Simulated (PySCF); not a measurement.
CHO2 (SMILES O=[C]O), doublet, at a GFN2-xTB geometry; B3LYP/cc-pVDZ (PySCF).

Input for PySCF:
```python
from pyscf import gto, scf, dft

mol = gto.Mole()
mol.atom = '''
    O    -1.03300099   -0.39412693   -0.00168439
    C    -0.02709385    0.41048045   -0.01284311
    O     1.15649400    0.25596664    0.00752085
    H    -0.82538098   -1.35760035    0.03036691
'''
mol.basis = 'cc-pvdz'
mol.spin = 1
mol.verbose = 4
mol.build()

mf = dft.UKS(mol)
mf.xc = 'b3lyp'
mf.grids.atom_grid = (99, 590)
mf.grids.prune = None
mf.kernel()
```

Question: Predict the main parts of the log of this PySCF run.

Answer: 
```
PySCF version 2.14.0

[INPUT] verbose = 4
[INPUT] num. atoms = 4
[INPUT] num. electrons = 23
[INPUT] charge = 0
[INPUT] spin (= nelec alpha-beta = 2S) = 1
[INPUT] symmetry False subgroup None
[INPUT] Mole.unit = angstrom
[INPUT] Symbol           X                Y                Z      unit          X                Y                Z       unit  Magmom
[INPUT]  1 O     -1.033000990000  -0.394126930000  -0.001684390000 AA   -1.952088957505  -0.744791956016  -0.003183035787 Bohr   0.0
[INPUT]  2 C     -0.027093850000   0.410480450000  -0.012843110000 AA   -0.051199956160   0.775695629988  -0.024269960488 Bohr   0.0
[INPUT]  3 O      1.156494000000   0.255966640000   0.007520850000 AA    2.185456924703   0.483706846625   0.014212346724 Bohr   0.0
[INPUT]  4 H     -0.825380980000  -1.357600350000   0.030366910000 AA   -1.559744000625  -2.565492848114   0.057385143149 Bohr   0.0

nuclear repulsion = 63.4092220411608
number of shells = 18
number of NR pGTOs = 85
number of NR cGTOs = 47
basis = cc-pvdz
ecp = {}

******** <class 'pyscf.dft.uks.UKS'> ********
method = UKS
initial guess = minao
damping factor = 0
level_shift factor = 0
DIIS = <class 'pyscf.scf.diis.CDIIS'>
diis_start_cycle = 1
diis_space = 8
diis_damp = 0
SCF conv_tol = 1e-09
SCF conv_tol_grad = None
SCF max_cycles = 50
direct_scf = True
direct_scf_tol = 1e-13
number electrons alpha = 12  beta = 11
XC library pyscf.dft.libxc version 7.1.2
    S. Lehtola, C. Steigemann, M. J. T. Oliveira, and M. A. L. Marques,  SoftwareX 7, 1–5 (2018)
XC functionals = b3lyp
    P. J. Stephens, F. J. Devlin, C. F. Chabalowski, and M. J. Frisch,  J. Phys. Chem. 98, 11623 (1994)
radial grids:
    Treutler-Ahlrichs [JCP 102, 346 (1995); DOI:10.1063/1.469408] (M4) radial grids

becke partition: Becke, JCP 88, 2547 (1988); DOI:10.1063/1.454033
pruning grids: None
grids dens level: 3
symmetrized grids: False
atomic radii adjust function: <function treutler_atomic_radii_adjust>
User specified grid scheme (99, 590)
small_rho_cutoff = 0
Set gradient conv threshold to 3.16228e-05
tot grids = 233640
init E= -189.55979127226

cycle= 1 E= -188.958436077596  delta_E= 0.601  |g|= 0.621  |ddm|= 1.61
cycle= 2 E= -188.412560008108  delta_E= 0.546  |g|= 1.32  |ddm|= 1.13
cycle= 3 E= -189.079366869071  delta_E= -0.667  |g|= 0.26  |ddm|= 0.879
cycle= 4 E= -189.104378632581  delta_E= -0.025  |g|= 0.0626  |ddm|= 0.193
cycle= 5 E= -189.105768385715  delta_E= -0.00139  |g|= 0.0144  |ddm|= 0.0554
cycle= 6 E= -189.105869117244  delta_E= -0.000101  |g|= 0.00325  |ddm|= 0.0151
cycle= 7 E= -189.105874483226  delta_E= -5.37e-06  |g|= 0.000604  |ddm|= 0.00376
cycle= 8 E= -189.105874772492  delta_E= -2.89e-07  |g|= 0.000172  |ddm|= 0.000976
cycle= 9 E= -189.105874795431  delta_E= -2.29e-08  |g|= 3.5e-05  |ddm|= 0.000228
cycle= 10 E= -189.105874797062  delta_E= -1.63e-09  |g|= 1.12e-05  |ddm|= 7.44e-05
cycle= 11 E= -189.10587479716  delta_E= -9.74e-11  |g|= 3.95e-06  |ddm|= 1.65e-05
Extra cycle  E= -189.105874797155  delta_E= 4.8e-12  |g|= 6.79e-06  |ddm|= 7.06e-06
converged SCF energy = -189.105874797155  <S^2> = 0.75281533  2S+1 = 2.0028134
```
